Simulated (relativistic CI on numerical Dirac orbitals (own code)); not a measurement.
**Ag²⁺: resonant inelastic scattering at the L2,3 edge**

Computed with this model: Dirac-Coulomb-Breit CI, separate exchange-only KLI orbitals for each configuration, a model potential for QED, valence Slater integrals scaled by 0.9, Kramers-Heisenberg scattering through one core-hole configuration in a parametric crystal field; configurations [Kr] 4d9 → [He] 2s2 2p5 3s2 3p6 3d10 4s2 4p6 4d10; 300 K; core-hole width 1.6 eV; summed over polarisations. Incident energies are the highest absorption maxima for each field (at most a few, so the weaker spin-orbit partner edge can be absent), on the computed scale of the free ion. Intensities are in per cent of the strongest line above 0.02 eV; levels within 1 cm⁻¹ are merged; final levels count from the ground level, the first row holds all elastic scattering, lines under 0.4 are left out and each table stops after 24 rows. The scale of the Slater integrals is a model choice and moves the terms in proportion.

Field parameters in Wybourne normalisation: D3d B²₀ = −7Dσ, B⁴₀ = −14Dq − 21Dτ, B⁴₃ = −14√(10/7) Dq; Oh B⁴₀ = 21Dq, B⁴₄ = √(5/14) B⁴₀. The field is a parameter set, without covalency.

S is read from ⟨S²⟩ = S(S + 1).

Oh, 10Dq = 22050 cm⁻¹:

```
Final level (eV)  Degeneracy  Irrep     S  3350.1 eV  3523.1 eV
           0.000           4     Γ8  0.50      148.1       30.7
           2.540           2     Γ7  0.50      100.0        0.0
           2.893           4     Γ8  0.50       85.2       67.9
```

D3d, 10Dq = 35150, Dσ = 1190, Dτ = -460 cm⁻¹:

| Final level (eV) | Degeneracy | Irrep | S | 3350.9 eV | 3524 eV |
| --- | --- | --- | --- | --- | --- |
| 0.000 | 2 | Γ4 | 0.50 | 87.2 | 17.6 |
| 0.051 | 2 | Γ5+Γ6 | 0.50 | 60.5 | 16.1 |
| 4.008 | 2 | Γ4 | 0.50 | 100.0 | 0.1 |
| 4.314 | 2 | Γ5+Γ6 | 0.50 | 47.9 | 30.4 |
| 4.387 | 2 | Γ4 | 0.50 | 44.6 | 34.7 |

Oh, 10Dq = 25500 cm⁻¹:

| Final level (eV) | Degeneracy | Irrep | S | 3350.3 eV | 3523.4 eV |
| --- | --- | --- | --- | --- | --- |
| 0.000 | 4 | Γ8 | 0.50 | 146.3 | 33.1 |
| 2.965 | 2 | Γ7 | 0.50 | 100.0 | 0.0 |
| 3.314 | 4 | Γ8 | 0.50 | 87.0 | 69.7 |

For the first field the strongest loss at the lowest incident energy is the level at 2.54 eV (S = 0.50, against 0.50 in the thermal ground state).
